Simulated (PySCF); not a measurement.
Input of a run (PBE0-D3(BJ)/def2-SVP geometry optimisation, gas phase (PySCF 2.14.0)), started from GFN2-xTB:
```
{"job": {"xc": "PBE0", "basis": "def2-SVP", "d3": "d3bj", "grid": 1, "kind": "geom"}, "charge": 0, "multiplicity": 1}
C     -2.125597    -0.447353    -0.605135
C     -1.106870     0.382419    -0.742402
C     -0.604276     1.299849     0.309467
Si     1.074751     0.657544     0.980503
As     2.428168     0.208342    -0.860243
H     -2.700937    -0.483528     0.305941
H     -2.434756    -1.113043    -1.392782
H     -0.544758     0.400968    -1.674712
H     -1.327707     1.386924     1.118103
H     -0.451835     2.294416    -0.114310
H      1.648834     1.717984     1.829353
H      0.789319    -0.489666     1.858348
H      1.844288    -1.161787    -1.031027
H      3.510697    -0.373516    -0.003271
```

Output (energies in Eh, forces in Eh/bohr):
```
step   0  E = -2644.09648513  max force = 0.018719
step   1  E = -2644.10000579  max force = 0.004373
step   2  E = -2644.10016351  max force = 0.001217
step   3  E = -2644.10015858  max force = 0.001719
step   4  E = -2644.10019095  max force = 0.000792
step   5  E = -2644.10020667  max force = 0.000172
step   6  E = -2644.10021528  max force = 0.000361
optimisation converged
```

Problem. Summarise the run.

Solution. The energy falls by 0.102 eV over 7 energy and gradient evaluations, the largest force component goes from 0.0187 to 3.6e-04 Eh/bohr, and the atoms move by 0.069 Å rms after alignment. The bond that changes most is Si4–As5 (ends: SiH2 silicon; arsenic bonded to Si and 2 H), which lengthens by 0.046 Å. Bonds longer at the end by more than 0.005 Å: 12 of 13; shorter: 1. Among the angles that change most is As5–Si4–H11, from 111.6° to 107.6°. The energy rose by more than 1e-6 Eh at step 3. The first step brought 94 % of the lowering.

Problem. What are the final bond lengths?

Solution. C1=C2 1.335 Å, C2–C3 1.493 Å, C3–Si4 1.899 Å, Si4–As5 2.374 Å, C1–H6 1.095 Å, C1–H7 1.093 Å, C2–H8 1.098 Å, C3–H9 1.103 Å, C3–H10 1.104 Å, Si4–H11 1.498 Å, Si4–H12 1.495 Å, As5–H13 1.525 Å, As5–H14 1.526 Å. Numbering counts from 1 in the input's order; the species is `C(=C)C[SiH2][AsH2]`.

The run used 137 basis functions and 43 SCF cycles in all.

No PBE0-D3(BJ)/def2-SVP frequencies stand behind this structure, so it isn't proved a minimum. The numbers are those of one conformer.

Shape of the structure used: `[CH2:1]=[CH:2][CH2:3][SiH2:4][AsH2:5]`: C1–C2–C3–Si4 104°, C2–C3–Si4–As5 52°, H–As5–Si4–C3 -82°, H–As5–Si4–C3 -175°.
